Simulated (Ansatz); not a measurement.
Mulliken charges of `[OH][Nb]([OH])([Cl])([Cl])[Cl]` from ωB97M-V/def2-TZVPP in Ansatz (PBE0-D4/def2-TZVP geometry).

| atom | x (Å) | y (Å) | z (Å) | charge (e) |
| --- | --- | --- | --- | --- |
| O1 | 1.648 | -0.236 | -0.512 | -0.414 |
| Nb2 | -0.159 | 0.185 | -0.348 | 1.107 |
| O3 | -0.339 | -0.936 | 1.150 | -0.437 |
| Cl4 | -1.532 | -1.067 | -1.663 | -0.211 |
| Cl5 | 0.037 | 1.882 | -1.921 | -0.222 |
| Cl6 | -0.969 | 1.830 | 1.091 | -0.251 |
| H7 | 2.094 | -0.825 | 0.105 | 0.214 |
| H8 | -0.688 | -0.889 | 2.042 | 0.214 |

Task: By hand: the dipole of these point charges (1 e Å = 4.8032 D).

Result: Σ q r = (0.149, -0.307, 0.287) e Å, of length 0.446 e Å = 2.14 D.

Task: How does the dipole of the full density compare? (Best estimate.)

Result: Ansatz gave: (0.253, -0.555, 0.572) e Å, 4.02 D; the point charges give 0.53 times that, at 3° from its direction.

Point charges leave out the atoms' own dipoles, such as those of lone pairs, and Mulliken's split depends on the basis, so the two needn't agree.
